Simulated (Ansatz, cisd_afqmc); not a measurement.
System: AlH3S, charge 0, singlet. AlH3S (SMILES [AlH2][SH]).
B3LYP-D3(BJ)/def2-TZVP minimum from Ansatz (a first-principles code):
```
Al
H 1 1.5724
H 1 1.5742 2 124.52
S 1 2.1895 2 116.28 3 180.00
H 4 1.3446 1 94.58 2 -180.00
```
Charge 0, spin multiplicity 1.

Atomisation energy term by term, kcal/mol (programs: Ansatz, cisd_afqmc). UHF or UKS for unpaired electrons; spin-orbit terms are left out. Cores are frozen in correlated methods. Rows without X2C or -DK are non-relativistic. The Monte Carlo rows (phaseless AFQMC, CISD trial, step 0.005/hartree) carry one-sigma bars that omit the constraint's bias. Outlying blocks are dropped, and bars are widened where a walk drifts. Over all cases where full CI ran beside it in this data, AFQMC minus full CI had a median of +0.1 mEh and passed +0.4 mEh in a tenth of the cases. CBS(X,Y): correlation extrapolated as X^-3, Hartree-Fock from the larger set (Q,5: extrapolated as (X+1)exp(-9√X)). A bracket is a step between two methods taken in the basis named. 'core' is core correlation in cc-pwCVTZ (1s frozen past Ne), 'X2C' scalar relativity in cc-pVTZ-DK, both at CCSD(T). Where a partner has so few electrons that a lower coupled-cluster level is exact, that level stands in.

```
term                                       basis  kcal/mol
------------------  ----------------------------  --------
Hartree-Fock        CBS(cc-pV(Q+d)Z,cc-pV(5+d)Z)    234.85
CCSD correlation    CBS(cc-pV(Q+d)Z,cc-pV(5+d)Z)     75.00
(T)                 CBS(cc-pV(Q+d)Z,cc-pV(5+d)Z)      4.02
CCSDT(Q) - CCSD(T)                   cc-pV(T+d)Z      0.10
CCSDTQ - CCSDT(Q)                    cc-pV(D+d)Z     -0.01
core correlation                       cc-pwCVTZ     -0.49
scalar relativity                X2C, cc-pVTZ-DK     -0.80
sum: De                                              312.7
```

The step beyond CCSD(T) by other levels: CCSDTQ in cc-pV(D+d)Z 0.28; AFQMC/CISD in cc-pV(D+d)Z 0.26 ± 0.31; CCSDT(Q) in cc-pV(D+d)Z 0.28 kcal/mol.
